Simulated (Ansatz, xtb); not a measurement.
A geometry optimisation of AlFH3NO with r2SCAN-D4/def2-SVP

The starting geometry of this gas-phase singlet was built from a drawn formula by distance geometry and a force field; its bonds are those of `O[NH][AlH][F]`.

```xyz
7

Al   -0.6713   -1.2030   -0.2027
F    -2.3634   -0.8969    0.5209
N     0.2374   -2.8948    0.3032
O     0.3980   -2.8596    1.6372
H     0.1376   -3.7466    1.9597
H     1.1721   -2.8023   -0.0814
H    -0.0037   -0.1640   -1.1246
```

Predict what it relaxes into with r2SCAN-D4/def2-SVP.

It keeps its bonds, and is `O[NH][AlH][F]`. Distances that change by over a tenth: Al1–F2 (1.87 → 1.66 Å), Al1–N3 (1.99 → 1.78 Å).

The energy falls by 1.16 eV over 9 steps:

| step | E − E(last) (eV) |
| --- | --- |
| 1 | 1.164 |
| 2 | 0.393 |
| 3 | 0.154 |
| 4 | 0.049 |
| 5 | 0.006 |
| 6 | 0.002 |
| 7 | 0.000 |
| 8 | 0.000 |
| 9 | 0.000 |

Final geometry (Å):

```xyz
7

Al   -0.6459   -1.1818   -0.1254
F    -2.0364   -0.8594    0.7285
N     0.4341   -2.4745    0.4487
O     0.2941   -3.0262    1.7475
H    -0.1649   -3.8682    1.6059
H     1.3459   -2.7317    0.0710
H    -0.3202   -0.4252   -1.4638
```

From the same start GFN2-xTB ends elsewhere, differing in Al1–O4 (1.95 against 2.79 Å here).

No frequencies were run, so the end isn't proven a minimum. Run with Ansatz 0.2.0, 8.4 s on 1 thread of AMD EPYC 9R45 96-Core Processor (Zen 5) (shared host).
